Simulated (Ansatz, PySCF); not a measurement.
Isomers of CH4FGaO: 1 is [CH3][Ga]([OH])[F], 2 is [O]([GaH][F])C; one conformer of each (the lowest of an xTB search), B3LYP-D3(BJ)/def2-TZVP minima.
Isomer 1 (charge 0, multiplicity 1, Z-matrix in Å and degrees):
```
Ga
F 1 1.7750
O 1 1.7867 2 111.87
H 3 0.9633 1 113.13 2 0.00
C 1 1.9491 2 121.65 4 179.99
H 5 1.0881 1 110.30 2 179.89
H 5 1.0896 6 109.57 1 -120.63
H 5 1.0896 6 109.57 7 -118.73
```
Isomer 2 (charge 0, multiplicity 1):
```xyz
8

C     -1.233    -0.194     0.109
O      0.003    -0.801    -0.243
Ga     1.570     0.028    -0.206
F      1.458     1.712     0.322
H     -1.119     0.847     0.423
H     -1.688    -0.757     0.928
H     -1.908    -0.228    -0.750
H      2.918    -0.608    -0.583
```

No zero-point or thermal terms.

The values were computed with Ansatz (Gaussian basis) for Hartree–Fock, density functionals and correlated methods; PySCF for the dispersion terms. Each number belongs to the level named beside it.

Question: Estimate the electronic energy of isomer 2 less that of isomer 1 that HF/cc-pVTZ returns for this input.

Answer: 0.90 eV

Ansatz is a first-principles code.
